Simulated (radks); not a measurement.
Values are calculated unless marked as measured or tabulated.
The antimony ion Sb2+, 49 electrons, occupied as [Kr] 4d7.5 5s1 5p4.5 (fractional occupations, a model configuration). Code: a radial shooting solver on a logarithmic mesh with Libxc functionals. Model: Dirac Kohn-Sham, BLYP, spin-unpolarised, spherical densities, finite nucleus; open shells fill j = l - 1/2 first; Fermi nuclear charge, rms radius 4.6802 fm. Some entries of the table are withheld. Estimate them.

orbital,occ.,eigenvalue (eV),r(max) (bohr)
1s1/2,2,-30329.71,0.01835
2s1/2,2,(1),0.1038
2p1/2,2,(2),0.07982
2p3/2,4,(3),0.08444
3s1/2,2,-945.2835,0.3001
3p1/2,2,-824.0937,0.2864
3p3/2,4,-777.5653,0.2968
3d3/2,4,-563.5677,0.2423
3d5/2,6,-553.8874,0.2453
4s1/2,2,-187.1921,0.7190
4p1/2,2,(4),0.7400
4p3/2,4,(5),0.7635
4d3/2,4,-69.8549,0.8219
4d5/2,3.5,-68.4464,0.8301
5s1/2,1,-36.0254,1.725
5p1/2,2,-25.7467,1.927
5p3/2,2.5,-24.5290,1.992

Answer. 
(1) 2s1/2 eigenvalue (eV): -4650.832
(2) 2p1/2 eigenvalue (eV): -4354.262
(3) 2p3/2 eigenvalue (eV): -4102.359
(4) 4p1/2 eigenvalue (eV): -145.6226
(5) 4p3/2 eigenvalue (eV): -136.6153
